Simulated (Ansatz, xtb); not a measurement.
**Two isomers of GaH7N2OSi**

We compare a, `N[SiH2][O][GaH][NH2]`, a singlet, with b, `N[SiH](N)[O][GaH2]`, a singlet. Both are isolated molecules in the gas phase, relaxed with PBE0-D4/def2-SVP; the shapes shown needn't be the lowest conformers.

a (Å):

```yaml
atoms:
  - { symbol: Ga, position_ang: [-0.0397, 0.4611, -2.7447] }
  - { symbol: N, position_ang: [-2.4201, 0.7422, 0.7376] }
  - { symbol: N, position_ang: [-1.4427, 0.0354, -3.7995] }
  - { symbol: O, position_ang: [-0.2452, 0.0859, -1.0100] }
  - { symbol: Si, position_ang: [-1.4325, -0.4642, 0.0026] }
  - { symbol: H, position_ang: [-2.0327, 1.3496, 1.4512] }
  - { symbol: H, position_ang: [-3.1270, 1.2280, 0.1972] }
  - { symbol: H, position_ang: [-0.7643, -1.2115, 1.1052] }
  - { symbol: H, position_ang: [-2.3681, -1.3468, -0.7681] }
  - { symbol: H, position_ang: [1.2713, 1.1343, -3.2202] }
  - { symbol: H, position_ang: [-2.2511, -0.4772, -3.4693] }
  - { symbol: H, position_ang: [-1.4443, 0.1375, -4.8063] }
```

b (Å):

```json
{"atom": "Ga", "x (Å)": "-0.6768", "y (Å)": "0.1779", "z (Å)": "-2.3505"}
{"atom": "N", "x (Å)": "-2.1138", "y (Å)": "-0.8726", "z (Å)": "0.6361"}
{"atom": "N", "x (Å)": "0.0538", "y (Å)": "0.0928", "z (Å)": "1.9989"}
{"atom": "O", "x (Å)": "0.1066", "y (Å)": "-0.3540", "z (Å)": "-0.8400"}
{"atom": "Si", "x (Å)": "-0.3826", "y (Å)": "-0.8849", "z (Å)": "0.6538"}
{"atom": "H", "x (Å)": "-2.5992", "y (Å)": "-0.9924", "z (Å)": "1.5185"}
{"atom": "H", "x (Å)": "-2.6113", "y (Å)": "-1.3480", "z (Å)": "-0.1091"}
{"atom": "H", "x (Å)": "0.3045", "y (Å)": "-2.1924", "z (Å)": "0.8747"}
{"atom": "H", "x (Å)": "-0.2929", "y (Å)": "1.0436", "z (Å)": "2.0657"}
{"atom": "H", "x (Å)": "0.9890", "y (Å)": "0.0198", "z (Å)": "2.3819"}
{"atom": "H", "x (Å)": "-2.0684", "y (Å)": "-0.4532", "z (Å)": "-2.6986"}
{"atom": "H", "x (Å)": "0.1583", "y (Å)": "1.1820", "z (Å)": "-3.2061"}
```

Question: Which of the two would you expect CCSD(T)/def2-SVP + ΔMP2/def2-TZVPP electronic energies to favour?

Answer: Structure b; the calculation gives E(b) − E(a) = −4.6 kcal/mol.

How the difference moves with the method:

```json
{"level": "PBE0-D4/def2-SVP", "geometry": "PBE0-D4/def2-SVP", "E(b) − E(a) (kcal/mol)": "−4.5", "departure from the last row (kcal/mol)": "+0.1", "job, with rough time for the two": "optimisation, 2.9 min"}
{"level": "HF/def2-SVP", "geometry": "PBE0-D4/def2-SVP", "E(b) − E(a) (kcal/mol)": "−4.6", "departure from the last row (kcal/mol)": "0.0", "job, with rough time for the two": "part of the CCSD(T) run"}
{"level": "MP2/def2-SVP", "geometry": "PBE0-D4/def2-SVP", "E(b) − E(a) (kcal/mol)": "−2.6", "departure from the last row (kcal/mol)": "+2.0", "job, with rough time for the two": "part of the CCSD(T) run"}
{"level": "CCSD(T)/def2-SVP", "geometry": "PBE0-D4/def2-SVP", "E(b) − E(a) (kcal/mol)": "−2.7", "departure from the last row (kcal/mol)": "+1.9", "job, with rough time for the two": "single point"}
{"level": "CCSD(T)/def2-SVP + ΔMP2/def2-TZVPP", "geometry": "PBE0-D4/def2-SVP", "E(b) − E(a) (kcal/mol)": "−4.6", "departure from the last row (kcal/mol)": "", "job, with rough time for the two": "single point, 78 s"}
```

As drawn, b has 1 N–Si, 1 Ga–H in place of 1 Ga–N, 1 Si–H.

The levels shown agree on the order. The largest departure from CCSD(T)/def2-SVP + ΔMP2/def2-TZVPP is that of MP2/def2-SVP, 2.0 kcal/mol. Levels run at GFN2-xTB geometries aren't shown. The last row adds to CCSD(T) the change of the MP2 difference between the two basis sets, here −1.9 kcal/mol.

With thermal terms from frequencies at re-optimised GFN2-xTB minima (ideal gas, soft modes damped towards free rotors, one conformer each, 298.15 K, 1 atm): on the last row, ΔE + ΔZPE = −4.2, ΔH = −4.6, ΔG = −3.8 kcal/mol.

The correlated steps freeze 17 core orbitals; the filled d shell of Ga is correlated, in a basis made for valence electrons. Run with Ansatz 0.2.0, xtb 6.7.1; the last row on 2 threads of Arm Neoverse V2 on a shared host.
